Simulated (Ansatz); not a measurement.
Basis-set extrapolation for C2H9NOSi, SMILES `OCCN[SiH3]` (PBE0-D4/def2-TZVP geometry, frozen core, the Gaussian-basis code of Ansatz). Multiplicity 1, RHF reference.

```
                      def2-TZVPP   def2-QZVPP
                 HF  -499.325093  -499.344588
    MP2 correlation    -0.929150    -0.995365
CCSD(T) correlation    -1.015296      not run
```

Energies in hartree. Use E(X) = E(∞) + A·exp(−7.88·√X) for Hartree–Fock and E(X) = E(∞) + B·X^(−2.97) for correlation, with X = 3 and 4, and add CCSD(T) minus MP2 of the smaller set to the MP2 limit.

Task: What is the CCSD(T) energy at the basis-set limit?

Result: HF limit: -499.344588 + (-0.019495) × 0.13774 = -499.34727. MP2 limit: -0.995365 + (-0.066215) × 0.74074 = -1.04441. Higher-order term: -1.015296 − (-0.929150) = -0.08615. Total: -500.47783 hartree, 86.2 kcal/mol below CCSD(T)/def2-TZVPP.
